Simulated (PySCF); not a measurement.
GaF3, SMILES [F][Ga]([F])[F].

The structure is a stationary point at PBE-D3(BJ)/def2-SVP. The isomer is the one that the SMILES or the coordinates give; other isomers of the formula were not compared.

The numbers are results of PySCF with PBE-D3(BJ)/def2-SVP, not measurements.

Frequencies are harmonic and unscaled.

Modes within 1.5 cm⁻¹ of each other (mostly degenerate sets) share a row, with their intensities summed.

### Question
Give all harmonic wavenumbers and intensities. (The exact figures need the calculation; the answer reports its results.)

### Answer

```
mode  ν (cm⁻¹)  IR (km/mol)  moving atoms (share of kinetic energy)
----  --------  -----------  --------------------------------------
1–2        177         50.2                         F 84 %, Ga 16 %
3          190         44.2                         F 55 %, Ga 45 %
4          646          0.0                                 F 100 %
5–6        741        136.4                         F 71 %, Ga 29 %
```
